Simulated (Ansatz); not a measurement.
Basis-set series for `[CH3][AlH][NH][SiH2]C`. Total charge 0; spin multiplicity 1. All single points use the PBE0-D4/def2-TZVP geometry. It is one conformer, not always the lowest.

| functional | basis | functions | energy (Eh) | HOMO (eV) | LUMO (eV) |
| --- | --- | --- | --- | --- | --- |
| PBE0-D4 | def2-SVP | 128 | -668.30779 | -7.34 | -0.25 |
| PBE0-D4 | def2-QZVPP | 611 | -668.68035 | -7.46 | -0.49 |
| ωB97M-V | def2-SVP | 128 | -668.57791 | -9.61 | 1.43 |
| ωB97M-V | def2-QZVPP | 611 | -668.95874 | -9.76 | 0.78 |

Problem. Give the rows for def2-TZVPP. (An estimate is asked.)

Solution. The calculation gave: 
```
functional       basis  functions  energy (Eh)  HOMO (eV)  LUMO (eV)
   PBE0-D4  def2-TZVPP        317   -668.65408      -7.44      -0.39
   ωB97M-V  def2-TZVPP        317   -668.93387      -9.74       1.14
```

Positive LUMOs are unbound and depend on the basis.

Results of the Gaussian-basis code of Ansatz.
